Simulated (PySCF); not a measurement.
**Electric field gradients and quadrupole coupling constants**

Compound: C7H9Cl.
Structure used (GFN2-xTB), in Å, numbered top down from 1:
```
atom  x, y, z in Å
C1     2.735   -0.933   -0.192
C2     1.602   -0.373    0.198
C3     0.687    0.347   -0.700
C4    -0.094    1.542   -0.173
C5    -0.782    0.269   -0.454
C6    -1.735   -0.635    0.234
C7    -1.972   -0.190   -1.191
Cl8   -3.275    0.951   -1.516
H9     3.379   -1.452    0.495
H10    3.063   -0.891   -1.217
H11    1.289   -0.427    1.233
H12    1.010    0.391   -1.734
H13    0.053    1.828    0.858
H14   -0.257    2.375   -0.841
H15   -2.370   -0.219    1.003
H16   -1.460   -1.667    0.398
H17   -1.879   -0.904   -1.998
```

Field gradients from the PBE0/pcSseg-1 density (PySCF, non-relativistic), principal values in atomic units, ordered |Vxx| ≤ |Vyy| ≤ |Vzz|:

| atom | Vxx | Vyy | Vzz |
| --- | --- | --- | --- |
| Cl8 | -1.9740 | -1.9813 | 3.9554 |

Q: Find the asymmetry η = (Vxx − Vyy)/Vzz and the couplings χ = eQV/h (234.96 MHz × Q in barn × V in au), with Q(35Cl) = −0.0817 b.

A: 
| atom | environment | nucleus | η | χzz (MHz) | χxx (MHz) | χyy (MHz) |
| --- | --- | --- | --- | --- | --- | --- |
| Cl8 | alkyl chlorine | 35Cl | 0.00 | -75.93 | 37.89 | 38.04 |

The gradient is axial or nearly so (η below 0.05) at Cl8. 

Q: What is Vzz at Cl8 in SI units (1 au = 9.71736 × 10²¹ V/m²)?

A: 3.9554 au = 38.436 × 10²¹ V/m².

Q: And the gradient at the other heavy atoms, for which no coupling is worked out here?

A: 
```json
{"atom": "C1", "environment": "terminal =CH2 carbon", "Vzz (au)": "0.273", "η": "0.43"}
{"atom": "C2", "environment": "alkene CH carbon", "Vzz (au)": "0.324", "η": "0.62"}
{"atom": "C3", "environment": "allylic carbon", "Vzz (au)": "0.162", "η": "0.01"}
{"atom": "C4", "environment": "three-membered-ring carbon", "Vzz (au)": "0.188", "η": "0.19"}
{"atom": "C5", "environment": "sp3 carbon at a ring junction", "Vzz (au)": "0.300", "η": "0.19"}
{"atom": "C6", "environment": "three-membered-ring carbon", "Vzz (au)": "0.189", "η": "0.19"}
{"atom": "C7", "environment": "sp3 C–Cl carbon", "Vzz (au)": "0.463", "η": "0.46"}
```

Q: What couplings would deuterons (Q(2H) = 0.00286 b) have in place of the hydrogens, at this geometry?

A: 
| atom | bonded to | bond length (Å) | Vzz (au) | η | χzz (kHz) |
| --- | --- | --- | --- | --- | --- |
| H9 | C1 | 1.076 | 0.3403 | 0.05 | 229 |
| H10 | C1 | 1.078 | 0.3368 | 0.06 | 226 |
| H11 | C2 | 1.082 | 0.3232 | 0.06 | 217 |
| H12 | C3 | 1.084 | 0.3188 | 0.09 | 214 |
| H13 | C4 | 1.080 | 0.3287 | 0.07 | 221 |
| H14 | C4 | 1.080 | 0.3298 | 0.07 | 222 |
| H15 | C6 | 1.081 | 0.3270 | 0.06 | 220 |
| H16 | C6 | 1.081 | 0.3275 | 0.06 | 220 |
| H17 | C7 | 1.082 | 0.3203 | 0.11 | 215 |

One conformer (not necessarily the lowest) at the GFN2-xTB geometry, without solvent, vibrations or thermal averaging. GFN2-xTB bond lengths can be off by several hundredths of an ångström, more for odd bonds, and the gradients follow them. With so small a basis the couplings can be 20 % off.
